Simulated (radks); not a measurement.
All-electron atom: the technetium ion Tc2+ in [Kr] 4d5. Method: scalar-relativistic Kohn-Sham, RPBE, spin-unpolarised, spherical densities, finite nucleus; Fermi nuclear charge, rms radius 4.4112 fm; computed with a radial shooting solver on a logarithmic mesh with Libxc functionals.

Radial electron density D(r) = 4 pi r^2 rho(r):

| r (bohr) | D(r) (e/bohr) |
|---|---|
| 0.002798 | 5.463 |
| 0.003232 | 6.917 |
| 0.003732 | 8.709 |
| 0.00431 | 10.89 |
| 0.005018 | 13.68 |
| 0.005795 | 16.81 |
| 0.006693 | 20.46 |
| 0.007729 | 24.61 |
| 0.008927 | 29.19 |
| 0.01031 | 34.09 |
| 0.012 | 39.39 |
| 0.01386 | 44.23 |
| 0.01601 | 48.53 |
| 0.01849 | 51.90 |
| 0.02135 | 53.98 |
| 0.02466 | 54.52 |
| 0.02848 | 53.53 |
| 0.03315 | 51.22 |
| 0.03828 | 48.60 |
| 0.04421 | 46.65 |
| 0.05106 | 46.45 |
| 0.05897 | 48.75 |
| 0.0681 | 53.52 |
| 0.07928 | 60.02 |
| 0.09156 | 65.44 |
| 0.1057 | 67.78 |
| 0.1221 | 65.60 |
| 0.141 | 59.22 |
| 0.1629 | 51.06 |
| 0.1896 | 44.44 |
| 0.219 | 42.91 |
| 0.2529 | 45.97 |
| 0.2921 | 50.55 |
| 0.3373 | 52.24 |
| 0.3896 | 48.14 |
| 0.4535 | 38.11 |
| 0.5238 | 26.81 |
| 0.6049 | 17.84 |
| 0.6986 | 13.23 |
| 0.8068 | 12.31 |
| 0.9317 | 12.77 |
| 1.076 | 12.54 |
| 1.253 | 10.74 |
| 1.447 | 8.099 |
| 1.671 | 5.426 |
| 1.93 | 3.293 |
| 2.228 | 1.842 |
| 2.574 | 0.9575 |
| 2.996 | 0.4402 |
| 3.46 | 0.1900 |
| 3.996 | 0.07043 |
| 4.615 | 0.02114 |
| 5.33 | 0.004934 |
| 6.155 | 0.0008635 |

D(r) has 4 maxima, at r = 0.0241, 0.107, 0.329, 0.978 bohr, and minima at 0.0483, 0.212, 0.794 bohr, inside which lie 2.03, 11.08, 29.19 electrons.
